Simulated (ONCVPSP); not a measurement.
**Ranking ONCV potentials for Pt**

All share these settings but for the change named:

Pt (Z = 78), optimised norm-conserving Vanderbilt (ONCV), made with ONCVPSP 4.0.1 (PBE, scalar-relativistic). Core [Kr] 4d10 4f14, reference 5s2 5p6 5d9 6s1. Waves: 5s+6s: rc 1.40 bohr, ncon 5, nbas 8, qcut 6.9 1/bohr, 2 projectors; 5p: rc 1.60 bohr, ncon 4, nbas 7, qcut 10.4 1/bohr, 1 projector; 5d: rc 1.40 bohr, ncon 3, nbas 6, qcut 7.2 1/bohr, local. Local part: the d channel. Core correction: Teter function, fcfact 4.25, rcfact 1.45.

Test errors are all-electron minus pseudo excitation energies from the reference, over 5s2 5p6 5d9 6s0; 5s2 5p6 5d8 6s0; 5s2 5p6 5d7 6s0; 5s2 5p6 5d10 6s0. None of these files shows a bound ghost.

The base gives 7.4 meV.

Of 10 variants that were run, those that failed, showed a ghost or another fault, or gave nearly equal values are left out.

A variant can come out equal or close to the base, since the largest error may sit in a test that the change hardly touches while other tests move.

Task: Rank these variants by their largest absolute test error, smallest first.
A. core correction Teter function, fcfact 7.7, rcfact 1.45
B. core correction Teter function, fcfact 4.3, rcfact 1.45
C. core correction Teter function, fcfact 1.5, rcfact 1.45
D. core correction Teter function, fcfact 3.3, rcfact 1.45
E. core correction Teter function, fcfact 5.4, rcfact 1.45

Result: C (5.7 meV), D (6.6 meV), B (7.5 meV), E (8.5 meV), A (11.0 meV).
